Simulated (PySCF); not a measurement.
**Potential energy of SmCl along the bond**

Set-up: Sm x2c-TZVPall, Cl x2c-TZVPall; spin-free X2C with a Gaussian nucleus (PySCF 2.14). Energies in eV from Sm (4f6 6s2) + Cl in their ground configurations at the same level. State: octet, about 6.0 electrons in the 4f shell (Mulliken), real f orbitals that mix terms.

All columns are PBE0. A positive dipole means Sm(−)Cl(+).

| R (Å) | E (eV) | μ (D) | Mulliken charge on Sm (basis-dependent) | HOMO (eV) | LUMO (eV) | Mayer bond order | ⟨S²⟩ |
| --- | --- | --- | --- | --- | --- | --- | --- |
| 2.204 | -3.717 | -3.20 | 0.39 | -3.72 | -1.52 | 1.15 | 15.76 |
| 2.307 | -4.217 | -3.61 | 0.44 | -3.83 | -1.61 | 1.06 | 15.76 |
| 2.409 | -4.489 | -4.06 | 0.47 | -3.94 | -1.70 | 0.99 | 15.76 |
| 2.486 | -4.583 | -4.41 | 0.49 | -4.02 | -1.77 | 0.95 | 15.76 |
| 2.563 | -4.607 | -4.79 | 0.50 | -4.10 | -1.84 | 0.92 | 15.76 |
| 2.640 | -4.579 | -5.17 | 0.52 | -4.18 | -1.92 | 0.89 | 15.76 |
| 2.742 | -4.484 | -5.71 | 0.54 | -4.29 | -2.01 | 0.86 | 15.76 |
| 2.871 | -4.303 | -6.40 | 0.56 | -4.42 | -2.14 | 0.82 | 15.76 |
| 3.024 | -4.036 | -7.26 | 0.58 | -4.57 | -2.29 | 0.77 | 15.75 |
| 3.229 | -3.650 | -8.42 | 0.62 | -4.77 | -2.48 | 0.71 | 15.75 |

A fit through these points gives, at Re = 2.557 Å, μ = -4.76 D and dμ/dR = -4.93 D/Å; the reduced mass is 28.43 u.

Problem. How strong is the fundamental in the double-harmonic approximation, I = 42.26·(dμ/dR)²/μred km/mol?

Solution. I = 42.26·(-4.93)²/28.43 = 36.1 km/mol at PBE0.

Spin–orbit coupling is left out, which matters for elements this heavy, above all for dissociation energies. With d or f electrons several states lie close, and the lowest PBE0 determinant need not be the measured ground state.
